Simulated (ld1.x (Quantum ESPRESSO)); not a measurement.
**Transferability test, TM potential for P (Z = 15)**

phosphorus, norm-conserving Troullier–Martins (Kleinman–Bylander form), made with ld1.x (Quantum ESPRESSO) 7.5 (PBE, scalar-relativistic). Core [Ne], reference 3s2 3p3. Waves: 3s (bound): rc 1.70 bohr; 3p (bound): rc 1.20 bohr; 3d channel at 0.45 Ry: rc 1.70 bohr. Local part: all-electron potential smoothed inside 0.90 bohr (lloc = -1). Core correction: none.

Energies are relative to the spin-unpolarised reference configuration 3s2 3p3; without spin polarisation the order of configurations can differ from experiment.

| valence configuration | charge | ΔE all-electron (eV) | error AE − PS (meV) |
| --- | --- | --- | --- |
| 3s2 3p2 | +1 | 9.730 | +17 |
| 3s2 3p1 | +2 | 28.877 | +328 |
| 3s1 3p0 | +4 | 110.621 | +3676 |
| 3s1 3p3 | +1 | 18.850 | +34 |
| 3s2 3p3.3 | -0.3 | -1.307 | +0.4 |
| 3s2 3p2.5 | +0.5 | 3.775 | +2.0 |

(1) What are ΔE and the potential's error for 3s2 3p0?

Levels in the configuration 3s2 3p2:

```csv
level,all-electron (eV),pseudo (eV)
3s,-23.287,-23.210
3p,-14.215,-14.154
```

Note: ghost state, extra bound levels that the all-electron valence spectrum of the same l lacks: s at -4.7 eV. A true bound ghost makes a file unfit for plane-wave use.

Answers

(1) ΔE = 58.616 eV all-electron; the error (AE − PS) is +1364 meV.
